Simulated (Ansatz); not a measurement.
Ansatz (a quantum-chemistry and plane-wave program) input file for In(Me)2(PH2) (C2H8InP), SMILES [CH3][In]([CH3])[PH2], B3LYP-D3(BJ)/def2-SVP. 

Ansatz 0.2 input:
```yaml
crystal:
  periodic: [false, false, false]
  atoms:
    - {symbol: In, position_ang: [-0.20850550, 0.05098415, -0.16231756]}
    - {symbol: C, position_ang: [-1.79436367, -1.52451557, -0.45760045]}
    - {symbol: H, position_ang: [-1.77044575, -1.88911730, -1.48416500]}
    - {symbol: H, position_ang: [-2.77729088, -1.09699965, -0.26200356]}
    - {symbol: H, position_ang: [-1.62630424, -2.35885461, 0.22285480]}
    - {symbol: C, position_ang: [-0.23285820, 1.97344825, -1.33950978]}
    - {symbol: H, position_ang: [0.21936531, 1.81230722, -2.31843140]}
    - {symbol: H, position_ang: [0.33403141, 2.73887573, -0.80981729]}
    - {symbol: H, position_ang: [-1.25746501, 2.31478786, -1.47829439]}
    - {symbol: P, position_ang: [1.65566066, -0.35045529, 1.54569654]}
    - {symbol: H, position_ang: [2.58310183, 0.17999896, 0.64741885]}
    - {symbol: H, position_ang: [1.84019824, -1.63598870, 1.03321157]}
basis:
  gaussian:
    orbitals: def2-SVP
hamiltonian:
  xc: b3lyp
  dispersion: d3bj
relax: {f_tol: 0.002, max_steps: 200}
```

It prints:

```
WARN ansatz: RAYON_NUM_THREADS=1 ignored (pool sized by the plan → 1); use --threads N
Functional definition: B3LYP
integrals: 0.07 GiB planned
1304 factors; integrals over basis functions are off by at most 3.5e-4 eV
mean field: 0.52 GiB planned
mean field evaluation 1: about -16652.3571 eV, gradient 6.9e1 eV
mean field evaluation 2: about -16640.1856 eV, gradient 8.9e1 eV
mean field evaluation 4: about -16664.7723 eV, gradient 4.6e0 eV
mean field evaluation 8: about -16664.8618 eV, gradient 3.3e-2 eV
mean field -16664.86183411 eV, -612.4223765546 hartree, gradient 3.0e-5 eV, S^2 0.000000; 0 other end points of the search recorded, 0 dependent functions left out
the calculation of the forces begins
reference -16664.86211762 eV, -612.4223869732 hartree; 28, 28 occupied and 84, 84 virtual orbitals, 1304 factors
relax step   1: F+E_penalty+E_count = -16665.28825782 eV  Δ(F+E_penalty+E_count) = +0.000e0 eV  max|allowed force component| = 8.035e-1 eV/Å  Δτ_max = 0.0000 Å  (25 SCF iters, accepted)
these checks for a lower state are left out or cut short: starts, cluster_reference, orbital_swaps, neighbouring_geometries, increment
integrals: 0.07 GiB planned
1304 factors; integrals over basis functions are off by at most 3.6e-4 eV
mean field: 0.52 GiB planned
mean field evaluation 16: about -16664.8385 eV, gradient 8.7e0 eV
mean field -16664.93476776 eV, -612.4250568167 hartree, gradient 1.7e-5 eV, S^2 0.000000; 0 other end points of the search recorded, 0 dependent functions left out
the calculation of the forces begins
reference -16664.93505125 eV, -612.4250672349 hartree; 28, 28 occupied and 84, 84 virtual orbitals, 1304 factors
relax step   2: F+E_penalty+E_count = -16665.36746564 eV  Δ(F+E_penalty+E_count) = -7.921e-2 eV  max|allowed force component| = 2.844e-1 eV/Å  Δτ_max = 0.1094 Å  (28 SCF iters, accepted)
these checks for a lower state are left out or cut short: starts, cluster_reference, orbital_swaps, neighbouring_geometries, increment
integrals: 0.07 GiB planned
1304 factors; integrals over basis functions are off by at most 3.6e-4 eV
mean field: 0.52 GiB planned
mean field -16664.94785020 eV, -612.4255375873 hartree, gradient 5.6e-5 eV, S^2 0.000000; 0 other end points of the search recorded, 0 dependent functions left out
the calculation of the forces begins
reference -16664.94813317 eV, -612.4255479863 hartree; 28, 28 occupied and 84, 84 virtual orbitals, 1304 factors
relax step   3: F+E_penalty+E_count = -16665.37939140 eV  Δ(F+E_penalty+E_count) = -1.193e-2 eV  max|allowed force component| = 5.128e-2 eV/Å  Δτ_max = 0.0656 Å  (25 SCF iters, accepted)
these checks for a lower state are left out or cut short: starts, cluster_reference, orbital_swaps, neighbouring_geometries, increment
integrals: 0.07 GiB planned
1304 factors; integrals over basis functions are off by at most 3.6e-4 eV
mean field: 0.52 GiB planned
mean field evaluation 32: about -16664.9497 eV, gradient 4.9e-5 eV
mean field -16664.94968445 eV, -612.4256049949 hartree, gradient 4.9e-5 eV, S^2 0.000000; 0 other end points of the search recorded, 0 dependent functions left out
the calculation of the forces begins
reference -16664.94996790 eV, -612.4256154117 hartree; 28, 28 occupied and 84, 84 virtual orbitals, 1304 factors
relax step   4: F+E_penalty+E_count = -16665.38031387 eV  Δ(F+E_penalty+E_count) = -9.225e-4 eV  max|allowed force component| = 2.406e-2 eV/Å  Δτ_max = 0.0268 Å  (25 SCF iters, accepted)
these checks for a lower state are left out or cut short: starts, cluster_reference, orbital_swaps, neighbouring_geometries, increment
integrals: 0.07 GiB planned
1304 factors; integrals over basis functions are off by at most 3.6e-4 eV
mean field: 0.52 GiB planned
mean field -16664.95000929 eV, -612.4256169326 hartree, gradient 1.2e-5 eV, S^2 0.000000; 0 other end points of the search recorded, 0 dependent functions left out
the calculation of the forces begins
reference -16664.95029275 eV, -612.4256273497 hartree; 28, 28 occupied and 84, 84 virtual orbitals, 1304 factors
relax step   5: F+E_penalty+E_count = -16665.38076861 eV  Δ(F+E_penalty+E_count) = -4.547e-4 eV  max|allowed force component| = 1.340e-2 eV/Å  Δτ_max = 0.0077 Å  (23 SCF iters, accepted)
these checks for a lower state are left out or cut short: starts, cluster_reference, orbital_swaps, neighbouring_geometries, increment
integrals: 0.07 GiB planned
1304 factors; integrals over basis functions are off by at most 3.6e-4 eV
[...]
integrals: 0.07 GiB planned
1304 factors; integrals over basis functions are off by at most 3.6e-4 eV
mean field: 0.52 GiB planned
mean field -16664.95059493 eV, -612.4256384546 hartree, gradient 1.2e-5 eV, S^2 0.000000; 0 other end points of the search recorded, 0 dependent functions left out
the calculation of the forces begins
reference -16664.95087807 eV, -612.4256488598 hartree; 28, 28 occupied and 84, 84 virtual orbitals, 1304 factors
relax step  54: F+E_penalty+E_count = -16665.38143874 eV  Δ(F+E_penalty+E_count) = -5.372e-6 eV  max|allowed force component| = 1.045e-2 eV/Å  Δτ_max = 0.0117 Å  (21 SCF iters, accepted)
these checks for a lower state are left out or cut short: starts, cluster_reference, orbital_swaps, neighbouring_geometries, increment
integrals: 0.07 GiB planned
1304 factors; integrals over basis functions are off by at most 3.6e-4 eV
mean field: 0.52 GiB planned
mean field -16664.95058951 eV, -612.4256382554 hartree, gradient 1.5e-5 eV, S^2 0.000000; 0 other end points of the search recorded, 0 dependent functions left out
the calculation of the forces begins
reference -16664.95087265 eV, -612.4256486604 hartree; 28, 28 occupied and 84, 84 virtual orbitals, 1304 factors
relax step  55: F+E_penalty+E_count = -16665.38144239 eV  Δ(F+E_penalty+E_count) = -3.643e-6 eV  max|allowed force component| = 1.120e-2 eV/Å  Δτ_max = 0.0080 Å  (21 SCF iters, accepted)
these checks for a lower state are left out or cut short: starts, cluster_reference, orbital_swaps, neighbouring_geometries, increment
integrals: 0.07 GiB planned
1304 factors; integrals over basis functions are off by at most 3.6e-4 eV
mean field: 0.52 GiB planned
mean field -16664.95052688 eV, -612.4256359537 hartree, gradient 5.5e-5 eV, S^2 0.000000; 0 other end points of the search recorded, 0 dependent functions left out
the calculation of the forces begins
reference -16664.95081011 eV, -612.4256463620 hartree; 28, 28 occupied and 84, 84 virtual orbitals, 1304 factors
relax step  56: F+E_penalty+E_count = -16665.38129050 eV  Δ(F+E_penalty+E_count) = +1.519e-4 eV  max|allowed force component| = 4.683e-2 eV/Å  Δτ_max = 0.0484 Å  (24 SCF iters, rejected (line search))
these checks for a lower state are left out or cut short: starts, cluster_reference, orbital_swaps, neighbouring_geometries, increment
integrals: 0.07 GiB planned
1304 factors; integrals over basis functions are off by at most 3.6e-4 eV
mean field: 0.52 GiB planned
mean field evaluation 320: about -16664.9334 eV, gradient 3.6e-1 eV
mean field -16664.95060709 eV, -612.4256389014 hartree, gradient 2.5e-5 eV, S^2 0.000000; 0 other end points of the search recorded, 0 dependent functions left out
the calculation of the forces begins
reference -16664.95089024 eV, -612.4256493071 hartree; 28, 28 occupied and 84, 84 virtual orbitals, 1304 factors
relax step  57: F+E_penalty+E_count = -16665.38145446 eV  Δ(F+E_penalty+E_count) = -1.207e-5 eV  max|allowed force component| = 8.048e-3 eV/Å  Δτ_max = 0.0105 Å  (21 SCF iters, accepted)
these checks for a lower state are left out or cut short: starts, cluster_reference, orbital_swaps, neighbouring_geometries, increment
integrals: 0.07 GiB planned
1304 factors; integrals over basis functions are off by at most 3.6e-4 eV
mean field: 0.52 GiB planned
mean field -16664.95060164 eV, -612.4256387012 hartree, gradient 5.2e-5 eV, S^2 0.000000; 0 other end points of the search recorded, 0 dependent functions left out
the calculation of the forces begins
reference -16664.95088482 eV, -612.4256491078 hartree; 28, 28 occupied and 84, 84 virtual orbitals, 1304 factors
relax step  58: F+E_penalty+E_count = -16665.38145913 eV  Δ(F+E_penalty+E_count) = -4.671e-6 eV  max|allowed force component| = 9.235e-3 eV/Å  Δτ_max = 0.0273 Å  (24 SCF iters, accepted)
these checks for a lower state are left out or cut short: starts, cluster_reference, orbital_swaps, neighbouring_geometries, increment
integrals: 0.07 GiB planned
1304 factors; integrals over basis functions are off by at most 3.6e-4 eV
mean field: 0.52 GiB planned
mean field -16664.95047183 eV, -612.4256339306 hartree, gradient 5.4e-5 eV, S^2 0.000000; 0 other end points of the search recorded, 0 dependent functions left out
the calculation of the forces begins
reference -16664.95075515 eV, -612.4256443424 hartree; 28, 28 occupied and 84, 84 virtual orbitals, 1304 factors
relax step  59: F+E_penalty+E_count = -16665.38137224 eV  Δ(F+E_penalty+E_count) = +8.689e-5 eV  max|allowed force component| = 3.631e-2 eV/Å  Δτ_max = 0.0375 Å  (24 SCF iters, rejected (line search))
these checks for a lower state are left out or cut short: starts, cluster_reference, orbital_swaps, neighbouring_geometries, increment
integrals: 0.07 GiB planned
1304 factors; integrals over basis functions are off by at most 3.6e-4 eV
mean field: 0.52 GiB planned
mean field -16664.95057924 eV, -612.4256378779 hartree, gradient 9.5e-6 eV, S^2 0.000000; 0 other end points of the search recorded, 0 dependent functions left out
the calculation of the forces begins
reference -16664.95086248 eV, -612.4256482866 hartree; 28, 28 occupied and 84, 84 virtual orbitals, 1304 factors
relax step  60: F+E_penalty+E_count = -16665.38146512 eV  Δ(F+E_penalty+E_count) = -5.994e-6 eV  max|allowed force component| = 9.793e-3 eV/Å  Δτ_max = 0.0061 Å  (22 SCF iters, accepted)
these checks for a lower state are left out or cut short: starts, cluster_reference, orbital_swaps, neighbouring_geometries, increment
integrals: 0.07 GiB planned
1304 factors; integrals over basis functions are off by at most 3.6e-4 eV
mean field: 0.52 GiB planned
mean field -16664.95061880 eV, -612.4256393317 hartree, gradient 2.0e-5 eV, S^2 0.000000; 0 other end points of the search recorded, 0 dependent functions left out
the calculation of the forces begins
reference -16664.95090206 eV, -612.4256497413 hartree; 28, 28 occupied and 84, 84 virtual orbitals, 1304 factors
relax step  61: F+E_penalty+E_count = -16665.38148413 eV  Δ(F+E_penalty+E_count) = -1.901e-5 eV  max|allowed force component| = 1.773e-3 eV/Å  Δτ_max = 0.0097 Å  (21 SCF iters, accepted)
integrals: 0.07 GiB planned
1304 factors; integrals over basis functions are off by at most 3.6e-4 eV
mean field: 0.52 GiB planned
mean field evaluation 352: about -16664.7113 eV, gradient 7.6e0 eV
mean field -16664.95061880 eV, -612.4256393317 hartree, gradient 2.0e-5 eV, S^2 0.000000; 1 other end points of the search recorded, 0 dependent functions left out
the calculation of the forces begins
reference -16664.95090206 eV, -612.4256497413 hartree; 28, 28 occupied and 84, 84 virtual orbitals, 1304 factors
Total energy: -16665.38176739 eV, -612.4414837502 hartree
Atom 0 at    -0.221046     0.038907    -0.234955 Å, force     0.000543    -0.000537     0.000738 eV/Å
Atom 1 at    -1.804639    -1.465511    -0.401284 Å, force    -0.000613     0.000642    -0.000273 eV/Å
Atom 2 at    -1.781924    -1.904641    -1.411570 Å, force    -0.000152    -0.000276     0.000241 eV/Å
Atom 3 at    -2.789095    -0.993805    -0.256729 Å, force     0.000135    -0.000390    -0.000268 eV/Å
Atom 4 at    -1.673293    -2.267856     0.338299 Å, force     0.000381     0.000565    -0.000109 eV/Å
Atom 5 at    -0.259289     1.944734    -1.315490 Å, force     0.000789    -0.000378    -0.000012 eV/Å
Atom 6 at     0.594715     1.988915    -2.009557 Å, force    -0.001773     0.000626     0.001010 eV/Å
Atom 7 at    -0.159201     2.776649    -0.601078 Å, force    -0.000713    -0.001032    -0.001705 eV/Å
Atom 8 at    -1.191916     2.066704    -1.885269 Å, force     0.001502     0.000752     0.000499 eV/Å
Atom 9 at     1.694622    -0.365214     1.403137 Å, force     0.000830    -0.000687    -0.000394 eV/Å
Atom 10 at     2.692821     0.125493     0.503444 Å, force    -0.000654    -0.000075     0.000187 eV/Å
Atom 11 at     1.863369    -1.729903     1.008093 Å, force    -0.000276     0.000790     0.000086 eV/Å
Dipole moment:    -0.158382    -0.000984    -0.270004 e Å
```

The calculation finished and met its thresholds.

Cost: around 4 core-minutes (rough).
